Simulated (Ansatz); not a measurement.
Ansatz (a quantum-chemistry and plane-wave program) input (CCSD(T)/def2-SVPD):

Ansatz 0.2 input:
```yaml
crystal:
  periodic: [false, false, false]
  atoms:
    - {symbol: Y, position_ang: [-0.00000000, -0.00000000, -1.60697486]}
    - {symbol: I, position_ang: [0.00000000, 0.00000000, 1.18249094]}
basis:
  gaussian:
    orbitals: def2-SVPD
magnetization: {spin_polarized: false}
correlation: {method: ccsd_t, electrons: outside_noble_gas}
output: {forces: true}
```

End of the output:

```
integrals: 0.05 GiB planned
753 factors; integrals over basis functions are off by at most 2.7e-4 eV
mean field: 0.18 GiB planned
mean field evaluation 1: about -9102.9561 eV, gradient 1.3e1 eV
mean field evaluation 2: about -9103.0213 eV, gradient 1.3e1 eV
mean field evaluation 4: about -9104.1024 eV, gradient 1.3e0 eV
mean field evaluation 8: about -9104.1445 eV, gradient 1.8e-1 eV
mean field evaluation 16: about -9102.9561 eV, gradient 1.3e1 eV
mean field evaluation 32: about -9101.3719 eV, gradient 2.0e-2 eV
mean field evaluation 64: about -9101.3719 eV, gradient 7.7e-4 eV
mean field evaluation 96: about -9101.3719 eV, gradient 3.2e-4 eV
mean field -9104.14555324 eV, -334.5711780700 hartree, gradient 3.2e-6 eV, S^2 0.000000; 2 other end points of the search recorded, 0 dependent functions left out; unrestricted orbitals would lower it
determinant -9104.14555324 eV, -334.5711780700 hartree, with singles and doubles -9108.55658791 eV, -334.7332806041 hartree
determinant -9101.37191699 eV, -334.4692488180 hartree, with singles and doubles -9105.42227502 eV, -334.6180967302 hartree
determinant -9101.08081582 eV, -334.4585510474 hartree, with singles and doubles -9105.36583991 eV, -334.6160227781 hartree
13 core orbitals not correlated
reference -9104.14555324 eV, -334.5711780700 hartree; 5, 5 occupied and 51, 51 virtual orbitals, 753 factors
densities: 0.17 GiB planned
second order -3.85399869 eV of doubles, -0.00000000 eV of singles
coupled cluster: 0.14 GiB planned
cycle   1  -4.37146908 eV  change   -7.9e-2 eV  update   3.0e-2
cycle   2  -4.38530503 eV  change   -1.4e-2 eV  update   9.3e-3
cycle   3  -4.39039619 eV  change   -5.1e-3 eV  update   4.7e-3
cycle   4  -4.39444873 eV  change   -4.1e-3 eV  update   2.1e-3
cycle   5  -4.39513232 eV  change   -6.8e-4 eV  update   1.0e-3
cycle   6  -4.39541702 eV  change   -2.8e-4 eV  update   4.3e-4
cycle   7  -4.39538892 eV  change    2.8e-5 eV  update   1.9e-4
cycle   8  -4.39537135 eV  change    1.8e-5 eV  update   8.4e-5
cycle   9  -4.39536988 eV  change    1.5e-6 eV  update   4.4e-5
cycle  10  -4.39536587 eV  change    4.0e-6 eV  update   2.5e-5
cycle  11  -4.39536375 eV  change    2.1e-6 eV  update   1.7e-5
cycle  12  -4.39536133 eV  change    2.4e-6 eV  update   1.1e-5
cycle  13  -4.39536128 eV  change    5.8e-8 eV  update   5.3e-6
cycle  14  -4.39536192 eV  change   -6.4e-7 eV  update   2.3e-6
cycle  15  -4.39536237 eV  change   -4.5e-7 eV  update   1.3e-6
perturbative correction -0.15630475 eV, -0.0057440937 hartree
the calculation of the forces begins
Total energy: -9108.69722036 eV, -334.7384487515 hartree
Atom 0 at    -0.000000    -0.000000    -1.606975 Å, force    -0.000000     0.000000    -0.398297 eV/Å
Atom 1 at     0.000000     0.000000     1.182491 Å, force    -0.000000     0.000000     0.398297 eV/Å
Dipole moment:     0.000000     0.000000    -0.480086 e Å
```
